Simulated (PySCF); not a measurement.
Spectrum to structure. Computed with TDDFT CAM-B3LYP/def2-SVPD, vertical, gas phase, core orbitals frozen in the response in PySCF 2.14.0, density-fitted response routines. Geometries: GFN2-xTB, one conformer each.

```
state  E (eV)       f  main configurations (H = HOMO, L = LUMO)
   S1    5.16  0.0049                                 H→L (95%)
   S2    5.37  0.0000                               H→L+1 (99%)
   S3    5.67   0.023                H-1→L (65%), H-2→L+1 (33%)
   S4    6.39  0.0008                H-1→L+1 (52%), H-2→L (46%)
   S5    7.23   0.373                H-2→L+1 (64%), H-1→L (31%)
   S6    7.26   0.667                H-2→L (48%), H-1→L+1 (41%)
   S7    7.44  0.0040              H-1→L+2 (77%), H-1→L+4 (18%)
   S8    7.46   0.099                  H→L+2 (48%), H→L+4 (38%)
```

Orbital energies (eV): HOMO-3 -11.26, HOMO-2 -9.19, HOMO-1 -8.82, HOMO -8.71, LUMO 0.43, LUMO+1 0.68, LUMO+2 1.32.

Question: Which structure fits?
A. `CCc1ccncc1`
B. `C[C@@H]1C=CC[C@H]1C#N`
C. `Cc1ccc(N)cc1`

Answer: A. Its S1 lies at 5.16 eV; the nearest of the others has S1 at 4.77 eV. S1 is HOMO→LUMO (95%). Löwdin shares by element: HOMO nitrogen 59%, carbon 26% or more; LUMO carbon 43% or more, nitrogen 20% (atoms not listed hold the other 37%). At the same level the other candidates give, for their lowest levels:
- `Cc1ccc(N)cc1`: 4.77 eV (f 0.039); 5.47 eV (f 0.043); 5.65 eV (f 0.156); 6.15 eV (f 0.002); 6.31 eV (f 0.000); T1 3.87 eV; HOMO -6.90, LUMO 0.99 eV
- `C[C@@H]1C=CC[C@H]1C#N`: 7.02 eV (f 0.033); 7.12 eV (f 0.242); 7.75 eV (f 0.002); 7.80 eV (f 0.001); 7.95 eV (f 0.006); T1 4.41 eV; HOMO -8.87, LUMO 1.04 eV

The values belong to the conformer `[CH3:1][CH2:2][c:3]1[cH:4][cH:5][n:6][cH:7][cH:8]1`: C1–C2–C3–C4 89°.
Triplets come from the Tamm–Dancoff approximation.
